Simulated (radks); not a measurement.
Results of a calculation; reference values are marked as such.
Question: Cr2+, 22 electrons, occupied as [Ar] 3d4 (the NIST ground configuration). Code: a radial shooting solver on a logarithmic mesh with Libxc functionals. Model: non-relativistic Kohn-Sham, OLYP, spin-polarised, spherical densities, point nucleus; open shells are filled with parallel spins first. Some entries of the table are withheld. Estimate them.

orbital  occ.  eigenvalue (eV)  r(max) (bohr)
1s down     1        -5853.983        0.04225
1s up       1        -5853.967        0.04225
2s up       1        -680.3729         0.2462
2s down     1        -678.6412         0.2459
2p up       3        -581.3691         0.1989
2p down     3        -580.0979         0.1987
3s up       1         -95.3415         0.7823
3s down     1         -90.9319         0.7841
3p up       3              (1)         0.7984
3p down     3              (2)         0.8014
3d up       4              (3)         0.8131
3d down     0              (4)         0.8336

Answer: 
(1) 3p up eigenvalue (eV): -67.7319
(2) 3p down eigenvalue (eV): -63.3453
(3) 3d up eigenvalue (eV): -24.3140
(4) 3d down eigenvalue (eV): -20.4714
